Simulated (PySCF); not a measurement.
Cl(3+) (chlorine, charge +3): B2PLYP calculation

Configuration: [Ne] 3s2 3p2, high-spin 3P determinant. Computed with PySCF 2.14 in def2-QZVPPD (10s7p5d2f1g, 79 functions), with no relativity, point nucleus.

```json
{"Total energy, PT2 part included": "-457.2412 hartree", "One-electron energy": "-608.9968 hartree", "Hartree (Coulomb) energy": "178.6399 hartree", "Exchange-correlation energy": "-26.8583 hartree", "Kinetic energy": "456.81642 hartree", "PT2 correlation before scaling by 0.27": "-0.09639 hartree", "⟨S²⟩": "2.0055", "⟨L²⟩": "2.016", "Sum of ⟨r⟩": "9.342 bohr", "Sum of ⟨r²⟩": "11.54 bohr²", "Traceless quadrupole moment −½Σ⟨3z² − r²⟩ along its main axis": "1.03 e·bohr²", "Density at the nucleus (Gaussians lack the cusp)": "3200 bohr⁻³", "Spin density at the nucleus": "-0.00546 bohr⁻³", "Langevin diamagnetic susceptibility": "-9.14 ×10⁻⁶ cm³/mol"}
```

```tsv
shell	electrons	mean orbital energy (hartree)	spread (hartree)	rms radius, mean of both spins (bohr)
1s α	1	-104.67807	0	0.106
1s β	1	-104.65290	0	0.106
2s α	1	-11.62020	0	0.482
2s β	1	-11.59775	0	0.482
2p α	3	-9.26497	0.00744	0.452
2p β	3	-9.22592	0.03354	0.452
3s α	1	-2.38318	0	1.50
3s β	1	-2.19687	0	1.50
3p α	2	-1.83256	0	1.63
```

The orbital energies are those of the SCF part of the double hybrid.
